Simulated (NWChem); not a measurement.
System: CdHSI; SMILES [SH][Cd][I]

```xyz
4

Cd     0.0117     0.8266     0.0000
I      0.0030    -1.7686     0.0000
S      0.0370     3.1746     0.0000
H     -1.3127     3.2658     0.0000
```
Atoms are numbered in this order, from 1.

Program: NWChem. Medium grid unless said otherwise, to which SCAN and Minnesota functionals are sensitive. Geometry: optimised at PBE0/def2-SVP. def2 effective core potentials on Cd, I; no spin-orbit coupling. Hybrids' shares of exact exchange are those that their runs print; pure functionals count as 0. The functionals differ in more than this share.

```csv
row,share of exact exchange,orbital gap (eV)
PBE/def2-SVP,0.00,3.46
SCAN/def2-SVP,0.00,3.88
B3LYP/def2-SVP,0.20,4.91
B3PW91/def2-SVP,0.20,5.05
B97-2/def2-SVP,0.21,5.14
Hartree-Fock/def2-SVP,1.00,withheld
```

Fit a straight line of the last column on the one before it, predict the withheld value, and compare with the run.


1. Means of the 5 shown rows: x = 0.122, y = 4.488. Slope Σ(x − x̄)(y − ȳ)/Σ(x − x̄)² = 0.3337/0.04968 = 6.717; intercept 3.669.
2. The shown rows scatter about the line by 0.144 (root mean square); the largest residual is +0.21, at SCAN/def2-SVP.
3. At x = 1.00 (Hartree-Fock/def2-SVP; beyond the shown range) the line gives 10.39.
4. The run gives 10.97, +0.58 from the line, 4.0 times the scatter.
